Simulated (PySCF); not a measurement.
CH6O2Si2, SMILES [SiH3][SiH2]OC=O.

Coordinates come from a PBE0-D3(BJ)/def2-SVP optimisation. This is a generated structure with no PubChem entry under its InChIKey; it may be hypothetical. Other conformers were not sampled.

Method: TDA-CAM-B3LYP/def2-SVPD (PySCF 2.14.0).

Vertical excitations. Gas-phase values at a fixed geometry.

Computed excitation energies, oscillator strengths and character:
| state | energy (eV) | λ (nm) | f | main pairs |
|---|---|---|---|---|
| S1 | 5.85 | 212 | 0.003 | HOMO−1→LUMO+1 63 %, HOMO→LUMO+1 26 % |
| S2 | 6.90 | 180 | 0.030 | HOMO→LUMO 85 % |
| S3 | 7.28 | 170 | 0.005 | HOMO→LUMO+1 65 %, HOMO−1→LUMO+1 22 % |
| S4 | 7.59 | 163 | 0.016 | HOMO→LUMO+4 78 % |
| S5 | 7.74 | 160 | 0.002 | HOMO−1→LUMO 41 %, HOMO−2→LUMO+1 20 %, HOMO→LUMO+2 17 %, HOMO→LUMO+3 7 % |
| S6 | 7.77 | 160 | 0.019 | HOMO−2→LUMO 69 % |
| S7 | 7.77 | 159 | 0.012 | HOMO→LUMO+2 63 %, HOMO−2→LUMO 11 % |
| S8 | 8.13 | 152 | 0.281 | HOMO→LUMO+3 62 %, HOMO−1→LUMO 21 % |
| S9 | 8.34 | 149 | 0.056 | HOMO−1→LUMO+2 30 %, HOMO−2→LUMO+1 20 %, HOMO−3→LUMO 14 %, HOMO−1→LUMO 13 % |
| S10 | 8.44 | 147 | 0.209 | HOMO−1→LUMO+2 33 %, HOMO−2→LUMO+1 22 %, HOMO→LUMO+3 9 %, HOMO−1→LUMO+4 6 % |
| T1 | 5.30 | 234 | 0 | HOMO−1→LUMO+1 62 %, HOMO→LUMO+1 25 % |
| T2 | 6.04 | 205 | 0 | HOMO−2→LUMO+1 54 %, HOMO−5→LUMO+1 24 %, HOMO−4→LUMO+1 13 % |
| T3 | 6.11 | 203 | 0 | HOMO→LUMO 82 % |
| T4 | 6.55 | 189 | 0 | HOMO→LUMO+4 77 % |
Triplets are in the Tamm–Dancoff approximation.
